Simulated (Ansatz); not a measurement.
Job for Ansatz (a first-principles code): R-CCSD(T)/aug-cc-pVDZ on H2 (SMILES [H][H]) with ghost functions, monomers drawn apart or pushed together.

Ansatz 0.2 input:
```yaml
crystal:
  periodic: [false, false, false]
  atoms:
    - {symbol: H, position_ang: [0.46824221, 0.07972860, 2.71895750]}
    - {symbol: H, position_ang: [0.68577235, 0.11691927, 3.43027070]}
basis:
  gaussian:
    orbitals: aug-cc-pVDZ
    ghost_atoms:
      - {symbol: C, position_ang: [-0.90170234, -0.13644144, 0.23429831]}
      - {symbol: C, position_ang: [0.23327355, 0.02094879, -0.11132190]}
      - {symbol: H, position_ang: [-1.90938427, -0.27599476, 0.54167998]}
      - {symbol: H, position_ang: [1.24149735, 0.16059771, -0.41688410]}
magnetization: {spin_polarized: false}
correlation: {method: ccsd_t, electrons: outside_noble_gas}
scf: {lower_state_search: off}
```

Task: What total energy does the run end on?

Result: -1.1649 hartree (reference determinant -1.1288, T1 diagnostic 0.005).
